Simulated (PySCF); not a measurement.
From one molecule to another.

First species: C6H11FO.
Atom-mapped SMILES: `[CH3:1][CH2:2]/[CH:3]=[C:4](/[CH2:5][F:6])[O:7][CH3:8]` (hydrogens: H9, H10, H11 on C1; H12, H13 on C2; H14 on C3; H15, H16 on C5; H17, H18, H19 on C8)

Second species: C5H15NSi2.
SMILES: `C=C(C)[SiH2]CN(C)[SiH3]`

Levels: PBE0/pcSseg-1 for dipole moment, HOMO energy, LUMO energy and HOMO–LUMO gap; GFN2-xTB for rotational constant A and rotational constant C. Geometries: GFN2-xTB. Each structure is a single optimised conformer of the isolated species, non-relativistic unless stated. Electronic properties by PySCF.

Dipoles, sizes and rotational constants follow the conformer. The torsions of the flexible species, by atom-mapped SMILES:
- `[CH3:1][CH2:2]/[CH:3]=[C:4](/[CH2:5][F:6])[O:7][CH3:8]`: C1–C2–C3–C4 112°, C3–C4–C5–F6 -105°, C3–C4–O7–C8 162°
- `[CH2:1]=[C:2]([CH3:3])[SiH2:4][CH2:5][N:6]([CH3:7])[SiH3:8]`: C1–C2–Si4–C5 115°, C2–Si4–C5–N6 -62°, Si4–C5–N6–C7 74°

Problem. Which of the two has the higher HOMO–LUMO gap, and by how much?

Solution. The first: 6.76 eV against 5.75 eV, a difference of 1.01 eV.

Problem. Which of the two has the higher rotational constant A, and by how much?

Solution. The first: 3.363 GHz against 2.244 GHz, a difference of 1.119 GHz.

Problem. Which has the higher HOMO energy?

Solution. The second: -5.93 eV against -6.43 eV, a difference of 0.50 eV.

Problem. Which of the two has the higher LUMO energy, and by how much?

Solution. The first: 0.33 eV against -0.18 eV, a difference of 0.51 eV.

Problem. Which has the higher rotational constant C?

Solution. The first: 0.918 GHz against 0.732 GHz, a difference of 0.186 GHz.

On the first: A dipole of 1.18 D is allowed in C1, and pure rotational transitions are dipole-allowed. The dipole matches unit charges of opposite sign 0.25 Å apart (1 e·Å = 4.8032 D).

On the second: The dipole matches unit charges of opposite sign 0.25 Å apart (1 e·Å = 4.8032 D). A dipole of 1.22 D is allowed in C1, and pure rotational transitions are dipole-allowed.
